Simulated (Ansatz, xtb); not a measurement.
**Relative energy of two isomers of H7Si2Sn**

We compare I, `[SiH3][SnH][SiH3]`, a doublet, with II, `[SiH3][SiH2][SnH2]`, a doublet. Both are isolated molecules in the gas phase, relaxed with r2SCAN-D4/def2-SVP; the shapes shown needn't be the lowest conformers.

I (Å):

```xyz
10

Si   -0.5864    2.2000   -0.5175
Si   -1.4102   -1.9898   -1.1321
Sn   -0.6559    0.2383   -2.1922
H     0.4318    1.9742    0.5568
H    -1.9286    2.3439    0.1235
H    -0.2527    3.4721   -1.2271
H     0.8913    0.0436   -2.9377
H    -1.5364   -3.0444   -2.1834
H    -0.4398   -2.4659   -0.0959
H    -2.7417   -1.7962   -0.4821
```

II (Å):

```yaml
atoms:
  - { symbol: Si, position_ang: [-1.6738, 0.2240, -2.4564] }
  - { symbol: Si, position_ang: [0.3033, -0.1401, -1.2422] }
  - { symbol: Sn, position_ang: [-0.1404, 0.0656, 1.2917] }
  - { symbol: H, position_ang: [-2.6983, -0.7847, -2.0480] }
  - { symbol: H, position_ang: [-1.4474, 0.1116, -3.9318] }
  - { symbol: H, position_ang: [-2.1969, 1.5907, -2.1521] }
  - { symbol: H, position_ang: [0.8395, -1.5068, -1.5333] }
  - { symbol: H, position_ang: [1.3401, 0.8642, -1.6379] }
  - { symbol: H, position_ang: [-0.7545, 1.6317, 1.6856] }
  - { symbol: H, position_ang: [-1.3265, -1.0807, 1.8059] }
```

Q: Estimate E(II) − E(I) at the level CCSD(T)/def2-SVP + ΔMP2/def2-TZVPP.

A: Calculated at CCSD(T)/def2-SVP + ΔMP2/def2-TZVPP: E(II) − E(I) = +7.0 kcal/mol, so structure I lies lower.

The same difference at several levels:

```csv
level,geometry,E(II) − E(I) (kcal/mol),departure from the last row (kcal/mol),"job, with rough time for the two"
GFN2-xTB,GFN2-xTB,+9.6,+2.6,"optimisation, 0.35 s"
HF/STO-3G,GFN2-xTB,+19.2,+12.1,"single point, 1.3 s"
r2SCAN-D4/def2-SVP//GFN2-xTB,GFN2-xTB,+10.0,+2.9,"single point, 7.5 s"
r2SCAN-D4/def2-SVP,r2SCAN-D4/def2-SVP,+6.0,−1.0,"optimisation, 3.8 min"
HF/def2-SVP,r2SCAN-D4/def2-SVP,+7.5,+0.5,part of the CCSD(T) run
MP2/def2-SVP,r2SCAN-D4/def2-SVP,+6.9,−0.2,part of the CCSD(T) run
CCSD(T)/def2-SVP,r2SCAN-D4/def2-SVP,+6.5,−0.6,single point
CCSD(T)/def2-SVP + ΔMP2/def2-TZVPP,r2SCAN-D4/def2-SVP,+7.0,,"single point, 62 s"
```

As drawn, II has 1 Si–Si, 1 Sn–H in place of 1 Si–Sn, 1 Si–H.

The levels shown agree on the order. The largest departure from CCSD(T)/def2-SVP + ΔMP2/def2-TZVPP is that of HF/STO-3G, 12.1 kcal/mol. The last row adds to CCSD(T) the change of the MP2 difference between the two basis sets, here +0.6 kcal/mol.

With harmonic frequencies from r2SCAN-D4/def2-SVP (ideal gas, rigid rotor, one conformer each, 298.15 K, 1 atm): the zero-point term adds −0.7 kcal/mol; ΔH is +6.2 and ΔG +6.7 kcal/mol.

Open shells are spin-unrestricted. The correlated steps freeze 14 core orbitals; the filled d shell of Sn is correlated, in a basis made for valence electrons. Atoms past krypton carry core potentials in the def2 sets, other sets are all-electron and non-relativistic, and no spin–orbit term is included. Codes used: Ansatz 0.2.0, xtb 6.7.1; the last row on 2 threads of Arm Neoverse V2 on a shared host.
